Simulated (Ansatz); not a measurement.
Job for Ansatz (a program for electronic structure): U-CCSD(T)/cc-pV(D+d)Z on H2S2 (SMILES SS), a point of a bond scan (R = 2.279 Å). Files ending in .json are basis or fitting sets from the Basis Set Exchange.

Ansatz 0.2 input:
```yaml
crystal:
  periodic: [false, false, false]
  atoms:
    - {symbol: S, position_ang: [-0.91220280, 0.05376255, 0.49115994]}
    - {symbol: S, position_ang: [1.09460155, 0.05703618, -0.58910124]}
    - {symbol: H, position_ang: [-1.53586809, -0.88394706, -0.24893520]}
    - {symbol: H, position_ang: [1.71891292, -0.88377333, 0.14650143]}
basis:
  gaussian:
    orbitals: cc-pV_D+d_Z.json
correlation: {method: ccsd_t, electrons: outside_noble_gas}
scf: {omitted_lower_state_checks: [cluster_reference]}
magnetization: {spin_polarized: true, initial_magnetization: 0}
```

Problem. What total energy does the run end on?

Solution. -796.5398 hartree (reference determinant -796.2197, T1 diagnostic 0.010).
